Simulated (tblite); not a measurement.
Species: C5H8NO2 (doublet state).
Structure used (GFN2-xTB), in Å, numbered top down from 1:
```
atom  x, y, z in Å
C1     1.8612    0.4081    0.5409
N2     0.7424    0.5236    1.3764
C3    -0.5048    0.3961    1.3506
O4    -1.3987    0.5728    2.1334
C5    -1.1265   -0.1712   -0.1511
C6    -0.4361   -1.4230   -0.6210
C7    -0.9497    1.0374   -0.9816
O8    -0.0406    1.2048   -1.7609
H9     1.6950    0.8401   -0.4529
H10    2.2017   -0.6281    0.4580
H11    2.6546    0.9914    1.0176
H12   -2.1633   -0.3416    0.1311
H13   -1.0954   -1.9381   -1.3208
H14    0.4894   -1.1907   -1.1407
H15   -0.2380   -2.0999    0.2079
H16   -1.6990    1.8272   -0.7984
```

The geometry is computed with GFN2-xTB (gas phase). This method treats the open shell by occupation alone, without spin polarisation.

Take the most abundant isotopes and a rigid rotor. The values belong to one conformer with, in the numbering `[CH3:1][N:2][C:3](=[O:4])[C@H:5]([CH3:6])[CH:7]=[O:8]`, C1–N2–C3–O4 -176°, N2–C3–C5–C6 52°, C3–C5–C7–O8 100°.

Task: What are A, B and C (MHz)?

Result: Ia = 208.11, Ib = 267.30, Ic = 322.10 u·Å²; 505379 MHz·u·Å²/I gives A = 2428, B = 1891, C = 1569 MHz.

Task: What kind of rotor is it?

Result: An asymmetric top; Ray's κ = -0.251.

Task: Is it planar, by Δ = Ic − Ia − Ib?

Result: Not planar: Δ = Ic − Ia − Ib = -153.32 u·Å². For a rigid frame Δ = −2 Σ m c², so Σ m c² = 76.66 u·Å² lies off the ab plane: 17.74 from hydrogen and 58.92 from heavier atoms. The atom farthest from that plane is 2.40 Å away.

Task: Give the other two planar moments, Paa and Pbb, and the rms extents of the mass along the axes.

Result: Paa = Σ m a² = (Ib + Ic − Ia)/2 = 190.64 and Pbb = Σ m b² = (Ia + Ic − Ib)/2 = 131.45 u·Å². With the mass M = 114.06 u, the rms extents √(P/M) along a, b and c are 1.29, 1.07, 0.82 Å.

Task: Where do the levels up to J = 5 lie, in MHz?

Result: Above 0(0,0):
J = 1: 1(0,1) 3460, 1(1,1) 3997, 1(1,0) 4319
J = 2: 2(0,2) 10272, 2(1,2) 10595, 2(1,1) 11560, 2(2,1) 13173, 2(2,0) 13280
J = 3: 3(0,3) 20283, 3(1,3) 20433, 3(1,2) 22339, 3(2,2) 23552, 3(2,1) 24027, 3(3,1) 27104, 3(3,0) 27127
J = 4: 4(0,4) 33410, 4(1,4) 33467, 4(1,3) 36529, 4(2,3) 37305, 4(2,2) 38488, 4(3,2) 41103, 4(3,1) 41258, 4(4,1) 45859, 4(4,0) 45863
J = 5: 5(0,5) 49648, 5(1,5) 49667, 5(1,4) 53958, 5(2,4) 54368, 5(2,3) 56578, 5(3,3) 58590, 5(3,2) 59123, 5(4,2) 63393, 5(4,1) 63430, 5(5,1) 69464, 5(5,0) 69465
The levels of one J sum to (2J + 1)J(J + 1)(A + B + C)/3.

Task: Estimate the classical rotational partition function at 25 K, 50 K and 298.15 K.

Result: Point group C1, symmetry number σ = 1; q = (√π/σ)·√((kT/h)³/(ABC)), k/h = 20836.6 MHz/K: 7850 at 25 K, 22200 at 50 K, 323000 at 298.15 K.

For this open shell read J as N, the rotation without spin; fine and hyperfine splittings come on top. Its GFN2-xTB frequencies are all real (lowest 62 cm⁻¹). These are rigid-rotor constants of the computed structure; measured ground-state constants (B0) also hold zero-point vibration.
